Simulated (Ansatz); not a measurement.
Input file for `C[CH2][Al]([NH2])[OH]`:

```yaml
crystal:
  periodic: [false, false, false]
  atoms:
    - {symbol: C, position_ang: [-1.239462, 0.437734, 1.337055]}
    - {symbol: C, position_ang: [0.101410, 0.927352, 0.788732]}
    - {symbol: Al, position_ang: [0.817071, -0.103324, -0.704228]}
    - {symbol: N, position_ang: [-0.060730, -1.504957, -1.339308]}
    - {symbol: O, position_ang: [2.302678, 0.369838, -1.383865]}
    - {symbol: H, position_ang: [-1.592944, 1.051042, 2.171583]}
    - {symbol: H, position_ang: [-1.176455, -0.591813, 1.701120]}
    - {symbol: H, position_ang: [-2.021123, 0.457432, 0.572157]}
    - {symbol: H, position_ang: [0.854815, 0.938678, 1.585805]}
    - {symbol: H, position_ang: [0.021142, 1.974091, 0.471058]}
    - {symbol: H, position_ang: [0.224898, -2.097021, -2.101417]}
    - {symbol: H, position_ang: [-0.942273, -1.822758, -0.970154]}
    - {symbol: H, position_ang: [2.731573, -0.070995, -2.113837]}
basis:
  gaussian: {orbitals: def2-SVP}
correlation: {method: ccsd_t}
```

```sh
$ ansatz run in.yaml --threads 4 --pin off --events-out ev --progress --plain
```

Log, shortened:

```
Functional definition: HF
1139 factors; integrals over basis functions are off by at most 1.4e-3 eV
mean field evaluation 1: about -12280.2423 eV, gradient 5.0e1 eV
mean field evaluation 2: about -12280.2491 eV, gradient 5.0e1 eV
mean field evaluation 4: about -12285.5887 eV, gradient 3.5e0 eV
mean field evaluation 8: about -12285.6324 eV, gradient 3.4e-4 eV
mean field -12285.63244904 eV, -451.4886650014 hartree, gradient 1.1e-6 eV, S^2 0.000000; 0 other end points of the search recorded, 0 dependent functions left out
9 core orbitals not correlated: weight in the atoms' cores, before any rotation towards them, 1.000 or more for the frozen orbitals, at most 0.000 for the correlated occupied ones
reference -12285.63244904 eV, -451.4886650014 hartree; 15, 15 occupied and 90, 90 virtual orbitals, 1139 factors
second order -19.38416771 eV of doubles, -0.00000000 eV of singles
cycle   1  -20.17048525 eV  change   -7.9e-1 eV  update   9.1e-2
cycle   2  -20.62452459 eV  change   -4.5e-1 eV  update   2.7e-2
cycle   3  -20.73764239 eV  change   -1.1e-1 eV  update   1.4e-2
cycle   4  -20.73609861 eV  change    1.5e-3 eV  update   3.6e-3
cycle   5  -20.73457000 eV  change    1.5e-3 eV  update   1.4e-3
cycle   6  -20.73456308 eV  change    6.9e-6 eV  update   4.7e-4
cycle   7  -20.73432909 eV  change    2.3e-4 eV  update   1.4e-4
cycle   8  -20.73429288 eV  change    3.6e-5 eV  update   4.5e-5
cycle   9  -20.73429227 eV  change    6.0e-7 eV  update   1.7e-5
perturbative correction -0.51441893 eV, -0.0189045471 hartree
Total energy: -12306.88116024 eV, -452.2695407353 hartree
```

It took 6 s on 4 threads of a server CPU on a shared host, with 0.59 GiB of host memory at the peak.

The correlation energy is -21.249 eV, 2.4 % of it from (T); the T1 diagnostic reads 0.0111.
